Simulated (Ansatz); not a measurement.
The cluster FeCl3 (the lowest doublet isomer of a short search), 4 atoms. Hardware: 4 threads of Intel Xeon Platinum 8559C on a shared host.

Correlated methods freeze 20 core orbitals; core or outer-core shells of Fe are correlated, in sets that lack core-valence functions.

**Question.** How many basis functions does each of these Ansatz runs have, and roughly what does it cost? r2SCAN0-D4/def2-TZVP, charge 0 quartet, energy, from earlier orbitals; r2SCAN-D4/def2-TZVPD, charge -1 triplet at the geometry of the charge 0 doublet, energy, from earlier orbitals; PBE-D4/def2-TZVP, charge 0 doublet, energy and forces, from earlier orbitals; RPA@PBE/def2-TZVP, charge 0 sextet, energy, from earlier orbitals; PBE-D4/def2-TZVP, charge 1 singlet at the geometry of the charge 0 doublet, energy, from earlier orbitals; PBE-D4/def2-TZVP, charge 1 triplet at the geometry of the charge 0 doublet, energy, from earlier orbitals; PBE0-D4/def2-SVP, charge 0 doublet, energy with a search over starts; r2SCAN-D4/def2-TZVP, charge 1 singlet at the geometry of the charge 0 doublet, energy, from earlier orbitals; RPA@PBE/def2-TZVP, charge 0 quartet, energy, from earlier orbitals; r2SCANh-D4/def2-TZVP, charge 0 quartet, energy, from earlier orbitals; r2SCAN0-D4/def2-TZVP, charge 0 sextet, energy, from earlier orbitals; MP2/def2-TZVP, charge 0 doublet, energy, from earlier orbitals.

**Answer.** Other jobs shared the machine, so times can vary by a factor of up to 3. A dash marks memory too small to be measured apart from the calling script's.

```
                                                                                                           run  functions  fitting or Cholesky vectors  wall time  peak host memory (GiB)
     PBE-D4/def2-TZVP, charge 1 singlet at the geometry of the charge 0 doublet, energy, from earlier orbitals        156                         1204      2.3 s                       –
                                             RPA@PBE/def2-TZVP, charge 0 sextet, energy, from earlier orbitals        156                         1067      2.8 s                       –
                                            RPA@PBE/def2-TZVP, charge 0 quartet, energy, from earlier orbitals        156                         1067      3.1 s                       –
                                          r2SCAN0-D4/def2-TZVP, charge 0 sextet, energy, from earlier orbitals        156                         1067      4.7 s                    0.58
     PBE-D4/def2-TZVP, charge 1 triplet at the geometry of the charge 0 doublet, energy, from earlier orbitals        156                         1204      4.7 s                       –
                                                MP2/def2-TZVP, charge 0 doublet, energy, from earlier orbitals        156                         1067        6 s                    0.65
  r2SCAN-D4/def2-TZVP, charge 1 singlet at the geometry of the charge 0 doublet, energy, from earlier orbitals        156                         1204      6.5 s                       –
                                         r2SCANh-D4/def2-TZVP, charge 0 quartet, energy, from earlier orbitals        156                         1067        8 s                    0.66
                                  PBE-D4/def2-TZVP, charge 0 doublet, energy and forces, from earlier orbitals        156                         1204      9.5 s                       –
                                         r2SCAN0-D4/def2-TZVP, charge 0 quartet, energy, from earlier orbitals        156                         1067       12 s                    0.68
r2SCAN-D4/def2-TZVPD, charge -1 triplet at the geometry of the charge 0 doublet, energy, from earlier orbitals        186                         1302       13 s                    0.64
                                          PBE0-D4/def2-SVP, charge 0 doublet, energy with a search over starts         85                          814       21 s                       –
```
